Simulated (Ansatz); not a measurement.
CH3Cl2FSSi (SMILES CS[Si](F)(Cl)Cl), singlet, geometry from GFN2-xTB, atoms displaced at random by about 0.03 Å a coordinate; PBE0/STO-3G, gradient in Ansatz (a program for electronic structure).

Input for Ansatz:
Ansatz 0.2 input:
```yaml
crystal:
  periodic: [false, false, false]
  atoms:
    - {symbol: C, position_ang: [-2.26951656, -0.77748525, -1.27191266]}
    - {symbol: S, position_ang: [-0.91254084, 0.48895901, -1.52194005]}
    - {symbol: Si, position_ang: [0.34120294, -0.10746603, 0.15785898]}
    - {symbol: F, position_ang: [0.75186552, -1.62797958, -0.10115737]}
    - {symbol: Cl, position_ang: [2.04253292, 1.03145695, 0.13212336]}
    - {symbol: Cl, position_ang: [-0.58728748, -0.07908048, 1.88710074]}
    - {symbol: H, position_ang: [-2.73810731, -0.63854896, -0.36009529]}
    - {symbol: H, position_ang: [-2.98664948, -0.61061554, -2.12042745]}
    - {symbol: H, position_ang: [-1.84730441, -1.76894315, -1.38470208]}
basis:
  gaussian:
    orbitals: STO-3G
hamiltonian:
  xc: pbe0
output: {forces: true}
```

Write the output that Ansatz gives for this input, abridged.


```
Functional definition: PBE0
573 factors; integrals over basis functions are off by at most 4.9e-5 eV
mean field evaluation 1: about -47007.3786 eV, gradient 3.2e1 eV
mean field evaluation 2: about -47007.8823 eV, gradient 3.2e1 eV
mean field evaluation 4: about -47011.4604 eV, gradient 7.8e-1 eV
mean field evaluation 8: about -47011.4634 eV, gradient 1.8e-2 eV
mean field -47011.46343766 eV, -1727.6394158196 hartree, gradient 2.4e-5 eV, S^2 0.000000; 0 other end points of the search recorded, 0 dependent functions left out
the calculation of the forces begins
reference -47011.46345432 eV, -1727.6394164318 hartree; 41, 41 occupied and 8, 8 virtual orbitals, 573 factors
Total energy: -47011.46345432 eV, -1727.6394164318 hartree
Atom 0 at    -2.269517    -0.777485    -1.271913 Å, force     1.932208     1.362500    -3.924498 eV/Å
Atom 1 at    -0.912541     0.488959    -1.521940 Å, force    -0.295458    -0.674331     0.942877 eV/Å
Atom 2 at     0.341203    -0.107466     0.157859 Å, force    -0.411770     0.114869    -4.541599 eV/Å
Atom 3 at     0.751866    -1.627980    -0.101157 Å, force     0.529180    -1.138203    -0.015189 eV/Å
Atom 4 at     2.042533     1.031457     0.132123 Å, force     0.993173     0.751606     0.146213 eV/Å
Atom 5 at    -0.587287    -0.079080     1.887101 Å, force    -1.753916     0.254483     3.561697 eV/Å
Atom 6 at    -2.738107    -0.638549    -0.360095 Å, force    -1.506373     0.186825     2.678712 eV/Å
Atom 7 at    -2.986649    -0.610616    -2.120427 Å, force     0.526285    -0.173788     0.956686 eV/Å
Atom 8 at    -1.847304    -1.768943    -1.384702 Å, force    -0.013330    -0.683961     0.195100 eV/Å
Dipole moment:    -0.365929    -0.306670    -0.292337 e Å
```
